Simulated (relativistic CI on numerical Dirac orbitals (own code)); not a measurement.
# Level scheme of Pd7+

Calculated at this level of theory: Dirac-Coulomb-Breit CI, KLI orbitals optimised for each configuration, a model potential for QED, unscaled Slater integrals (own radial code, finite nucleus).

CI space (outside the closed core [Ar] 3d10): 4s2 4p6 4d3, 4s2 4p6 4d2 5s, 4s2 4p6 4d2 4f, 4s2 4p5 4d4, 4s2 4p6 4d2 5p, 4s 4p6 4d4, 4s2 4p6 4d 5s 5p, 4s2 4p6 4d2 5d, 4s2 4p6 4d 4f 5s, 4s2 4p5 4d3 4f, 4s2 4p6 4d2 6s, 4s2 4p6 4d2 6p, 4s2 4p6 4d2 5f, 4s2 4p6 4d2 6d, 4s2 4p6 4d2 5g, 4s2 4p5 4d3 5s, 4s 4p6 4d3 4f, 4s2 4p6 4d2 7s, 4s2 4p6 4d2 7p, 4s2 4p6 4d2 6f, 4s2 4p5 4d3 5p, 4s 4p6 4d3 5s, 4s2 4p6 4d 5s2, 4s2 4p6 4f 5s2, 4s2 4p6 5s2 5p, 4s2 4p6 5s2 5d, 4s2 4p6 4d 4f2, 4s2 4p6 4f2 5s, 4s2 4p6 4f3, 4s2 4p6 4f2 5p, 4s2 4p6 4f2 5d, 4s2 4p6 4d 5p2, 4s2 4p6 5s 5p2, 4s2 4p6 4f 5p2, 4s2 4p6 5p3, 4s2 4p6 5p2 5d, 4s2 4p6 4d 4f 5p, 4s2 4p6 4f 5s 5p, 4s2 4p6 4f 5p 5d, 4p6 4d5, 4p5 4d6, 4s 4p6 4d2 5s2, 4s 4p6 4d 4f 5s2, 4s 4p6 4d 5s2 5p, 4s 4p6 4d 5s2 5d. Double excitations out of closed p, d and f shells are left out; levels of such configurations are missing from the list, as are those of other unlisted configurations, and high levels can miss mixing partners. These lack a partner that the ground configuration has and come out too high: 4s2 4p5 4d3 4f, 4s2 4p6 4d2 6s, 4s2 4p6 4d2 6p, 4s2 4p6 4d2 5f, 4s2 4p6 4d2 6d.

The lowest level is 4s2 4p6 4d3 4F_3/2, with 96 % of that term; Hund's rules for 4s2 4p6 4d3 give 4F with J = 3/2, in agreement.

```csv
No.,Configuration,Term,J,E (cm⁻¹),%,Next component (%),Landé g
1,4s2 4p6 4d3,4F,3/2,0,96,3 2D,0.410
2,4s2 4p6 4d3,4F,5/2,2342,97,2 4s2 4p5 4d3 4f 4F,1.030
3,4s2 4p6 4d3,4F,7/2,5087,97,2 4s2 4p5 4d3 4f 4F,1.233
4,4s2 4p6 4d3,4F,9/2,7959,93,5 2G,1.322
5,4s2 4p6 4d3,4P,3/2,18208,79,15 2P,1.635
6,4s2 4p6 4d3,4P,1/2,18383,91,7 2P,2.525
7,4s2 4p6 4d3,2G,7/2,21793,96,1 4s2 4p5 4d3 4f 2G,0.895
8,4s2 4p6 4d3,4P,5/2,21869,96,2 2D,1.593
9,4s2 4p6 4d3,2G,9/2,22944,59,35 2H,1.048
10,4s2 4p6 4d3,2D,3/2,27520,55,26 2P,1.079
11,4s2 4p6 4d3,2P,1/2,29381,91,7 4P,0.811
12,4s2 4p6 4d3,2H,11/2,30295,98,2 4s2 4p5 4d3 4f 2H,1.091
13,4s2 4p6 4d3,2H,9/2,30501,63,34 2G,0.983
14,4s2 4p6 4d3,2D,5/2,32958,95,1 4s2 4p5 4d3 4f 2D,1.203
15,4s2 4p6 4d3,2P,3/2,35855,57,37 2D,1.141
16,4s2 4p6 4d3,2F,7/2,44779,97,2 4s2 4p5 4d3 4f 2F,1.140
17,4s2 4p6 4d3,2F,5/2,45454,96,2 2D,0.864
18,4s2 4p6 4d3,2D,5/2,71583,96,2 2F,1.195
19,4s2 4p6 4d3,2D,3/2,71959,98,1 4s2 4p5 4d3 4f 2D,0.799
20,4d2(3F) 5s,4F,3/2,277013,96,3 2D,0.410
21,4d2(3F) 5s,4F,5/2,278842,92,4 2F,1.024
22,4d2(3F) 5s,4F,7/2,282022,96,3 2F,1.235
23,4d2(3F) 5s,4F,9/2,285720,98,1 2G,1.331
24,4d2(3F) 5s,2F,5/2,288812,88,6 4F,0.886
25,4d2(3F) 5s,2F,7/2,294577,94,2 2G,1.139
26,4d2(3P) 5s,4P,1/2,294802,97,1 2S,2.647
27,4d2(3P) 5s,4P,5/2,295959,61,33 2D,1.433
28,4d2(3P) 5s,4P,3/2,296053,87,11 2D,1.623
29,4d2(1D) 5s,2D,3/2,299279,73,13 2P,0.960
30,4d2(1D) 5s,2D,5/2,302876,59,37 4P,1.341
31,4d2(3P) 5s,2P,1/2,304986,96,1 4P,0.693
32,4d2(3P) 5s,2P,3/2,308829,85,12 2D,1.272
33,4d2(1G) 5s,2G,9/2,308863,97,1 4F,1.113
34,4d2(1G) 5s,2G,7/2,309051,96,2 2F,0.895
35,4d2(1S) 5s,2S,1/2,341546,96,1 4P,1.998
36,4d2(3F) 5p,4G°,5/2,367497,73,23 2F°,0.656
37,4d2(3F) 5p,4F°,3/2,370766,65,26 2D°,0.569
38,4d2(3F) 5p,4G°,7/2,372841,79,9 2F°,1.018
39,4d2(3F) 5p,4F°,5/2,374175,59,19 2D°,1.093
40,4d2(3F) 5p,4G°,9/2,378250,66,23 4F°,1.202
41,4d2(3F) 5p,2F°,5/2,378862,30,28 4F°,0.926
42,4d2(3F) 5p,4F°,7/2,378929,64,21 4D°,1.251
43,4d2(3F) 5p,4D°,1/2,379000,90,6 2P°,0.102
44,4d2(3F) 5p,4D°,3/2,379366,38,29 2D°,0.859
45,4d2(3F) 5p,4D°,3/2,381789,49,44 2D°,1.014
46,4d2(3F) 5p,4D°,7/2,381877,35,30 2F°,1.224
47,4d2(3P) 5p,2S°,1/2,382805,83,9 4P°,1.940
48,4d2(3F) 5p,4D°,5/2,382983,77,12 2F°,1.275
49,4d2(3F) 5p,4F°,9/2,383342,55,32 4G°,1.254
50,4d2(3F) 5p,2D°,5/2,385969,53,34 2F°,1.069
51,4d2(3F) 5p,4G°,11/2,386142,98,1 2H°,1.271
52,4d2(3P) 5p,4S°,3/2,386593,68,19 2P°,1.785
53,4d2(3F) 5p,2G°,7/2,387389,44,37 2F°,1.073
54,4d2(3F) 5p,2G°,7/2,387819,43,25 4D°,1.112
55,4d2(3P) 5p,4D°,1/2,391775,94,5 2P°,0.033
56,4d2(3F) 5p,2G°,9/2,392019,71,21 4F°,1.145
57,4d2(1D) 5p,2P°,3/2,392374,47,23 4S°,1.375
58,4d2(1D) 5p,2F°,5/2,393894,79,13 2D°,0.932
59,4d2(3P) 5p,4D°,3/2,394706,86,6 2P°,1.202
60,4d2(1G) 5p,2G°,7/2,396081,61,32 2F°,1.000
61,4p5 4d4(5D),6D°,7/2,397396,86,8 6F°,1.573
62,4p5 4d4(5D),6D°,9/2,397671,89,9 6F°,1.541
63,4d2(1D) 5p,2P°,1/2,397754,72,23 4P°,1.097
64,4d2(3P) 5p,4D°,5/2,398304,78,9 2D°,1.338
65,4p5 4d4(5D),6D°,5/2,398638,83,6 6F°,1.638
66,4d2(1G) 5p,2G°,9/2,399054,87,12 2H°,1.087
67,4d2(3P) 5p,4P°,3/2,400622,42,24 4s2 4p5 4d4 6D°,1.576
68,4p5 4d4(5D),6D°,3/2,400963,61,13 4s2 4p6 4d2 5p 4P°,1.712
69,4d2(3P) 5p,4D°,7/2,401005,50,27 2F°,1.233
70,4d2(3P) 5p,4P°,1/2,401561,65,20 2P°,2.173
```

Energies count from the lowest computed level; ° marks odd parity. Percentages are summed over parent terms; the parents shown are those of the largest component, closed shells are left out there.

The mean weight of the leading LS term, summed over parents, in these 70 levels is 77 %, and that of the leading jj configuration (from the same eigenvectors) 61 %, so LS coupling describes them better.

At this charge configurations can still be misplaced by up to about 7 % of their energy. Terms inside the open d or f shell come out 10 to 20 % too wide with unscaled integrals.

Landé's interval rule says that E(J) − E(J−1) = AJ with one A. For the ground term the intervals give A = 936.6, 784.5, 638.1 cm⁻¹ for J = 5/2, 7/2, 9/2; the multiplet is regular.

LS names give the leading component of a level, which can be under half, so a name can repeat, a term be missing and a line seem to break the LS rules.
